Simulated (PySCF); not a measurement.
Compound: 3-chloropivalic acid, C₅H₉ClO₂.
Numbering: `[CH3:1][C:2]([CH3:3])([CH2:4][Cl:5])[C:6](=[O:7])[OH:8]` (hydrogens: H9, H10, H11 on C1; H12, H13, H14 on C3; H15, H16 on C4; H17 on O8)

Method: PBE0-D3(BJ)/def2-SVP geometry optimisation, gas phase in PySCF; density fitting, grid level 2; the optimiser is geomeTRIC in internal coordinates, started from a GFN2-xTB structure.

Step 0: E = -21924.2173 eV
```
atom  x, y, z in Å  |  force x, y, z in eV/Å
C1     -1.6763   -1.8459    0.4628    0.086   0.447  -0.082
C2     -1.5552   -0.3217    0.3641    0.057  -0.072  -0.092
C3     -1.8194    0.1467   -1.0707    0.132  -0.185   0.408
C4     -2.5036    0.3670    1.3480    0.202  -0.175  -0.249
Cl5    -4.2013   -0.0213    1.0025   -0.313  -0.029  -0.008
C6     -0.1353    0.0758    0.7478    0.066   0.089   0.112
O7      0.1611    0.8008    1.6595   -0.018   0.130   0.172
O8      0.7793   -0.4770   -0.0529    0.046  -0.261  -0.346
H9     -0.9717   -2.3209   -0.2140    0.266  -0.219  -0.242
H10    -1.4695   -2.1811    1.4772    0.071  -0.196   0.396
H11    -2.6845   -2.1502    0.1941   -0.397  -0.124  -0.072
H12    -2.8300   -0.1255   -1.3631   -0.400  -0.073  -0.112
H13    -1.7133    1.2271   -1.1454    0.025   0.439  -0.093
H14    -1.1154   -0.3230   -1.7519    0.259  -0.154  -0.292
H15    -2.3007    0.0453    2.3693    0.081  -0.002   0.259
H16    -2.4021    1.4504    1.2871    0.062   0.260   0.060
H17     1.6705   -0.2047    0.2176   -0.225   0.125   0.182
```

Step 1: E = -21924.2514 eV
```
atom  x, y, z in Å  |  force x, y, z in eV/Å
C1     -1.6753   -1.8553    0.4486   -0.011  -0.056   0.030
C2     -1.5527   -0.3327    0.3508   -0.020   0.022   0.029
C3     -1.8171    0.1337   -1.0829   -0.015   0.040  -0.045
C4     -2.4860    0.3645    1.3425   -0.147   0.006   0.025
Cl5    -4.2230    0.0101    1.0407    0.243   0.019   0.003
C6     -0.1429    0.0771    0.7522    0.001  -0.019  -0.026
O7      0.1369    0.8013    1.6729    0.000  -0.004  -0.002
O8      0.7901   -0.4612   -0.0420   -0.007   0.035   0.042
H9     -0.9889   -2.3476   -0.2541   -0.009   0.009   0.005
H10    -1.4444   -2.2102    1.4658   -0.006   0.005  -0.021
H11    -2.7063   -2.1535    0.2101    0.009  -0.008  -0.001
H12    -2.8527   -0.1102   -1.3601    0.008   0.000  -0.009
H13    -1.6861    1.2234   -1.1788   -0.005  -0.020  -0.001
H14    -1.1323   -0.3606   -1.7857   -0.010   0.004   0.010
H15    -2.2649    0.0489    2.3702   -0.029   0.004  -0.013
H16    -2.3638    1.4539    1.2891   -0.028  -0.014   0.003
H17     1.6419   -0.1402    0.2929    0.026  -0.024  -0.028
```

Problem. Estimate the geometry and energy of step 2. (The exact step hangs on the optimiser's Hessian estimate; all steps are aligned on step 1, rigid shifts and turns removed.)

Solution. E = -21924.2535 eV, largest force 0.071 eV/Å
```
atom  x, y, z in Å  |  force x, y, z in eV/Å
C1     -1.6755   -1.8541    0.4524   -0.003  -0.011   0.001
C2     -1.5519   -0.3298    0.3537    0.027   0.015   0.010
C3     -1.8183    0.1375   -1.0813   -0.004   0.003  -0.008
C4     -2.4875    0.3659    1.3442   -0.070  -0.009  -0.005
Cl5    -4.2091   -0.0029    1.0239    0.012   0.013   0.017
C6     -0.1402    0.0778    0.7523    0.033  -0.013  -0.011
O7      0.1444    0.8006    1.6725   -0.025  -0.003  -0.001
O8      0.7890   -0.4632   -0.0445   -0.001   0.004   0.001
H9     -0.9894   -2.3455   -0.2504    0.002   0.004  -0.001
H10    -1.4444   -2.2090    1.4689    0.001   0.004   0.000
H11    -2.7059   -2.1538    0.2139    0.007   0.000  -0.003
H12    -2.8533   -0.1069   -1.3595    0.007  -0.003  -0.002
H13    -1.6879    1.2266   -1.1779    0.001   0.000   0.005
H14    -1.1338   -0.3569   -1.7838    0.002  -0.001   0.003
H15    -2.2754    0.0507    2.3733    0.013  -0.001   0.000
H16    -2.3753    1.4559    1.2919    0.012   0.001  -0.002
H17     1.6474   -0.1513    0.2826   -0.014  -0.004  -0.003
```

The energy changes by -0.0020 eV. The first-order estimate −F·Δx gives -0.0047 eV and the mean of the old and new forces, exact on a quadratic surface, -0.0021 eV. The step makes an angle of 67° with the force vector and moves no atom by more than 0.025 Å.

The cost below is that of the whole optimisation. On one thread, Arm Neoverse V1 (aarch64) (shared host), this took 65 s and 0.76 GiB of memory at its peak.
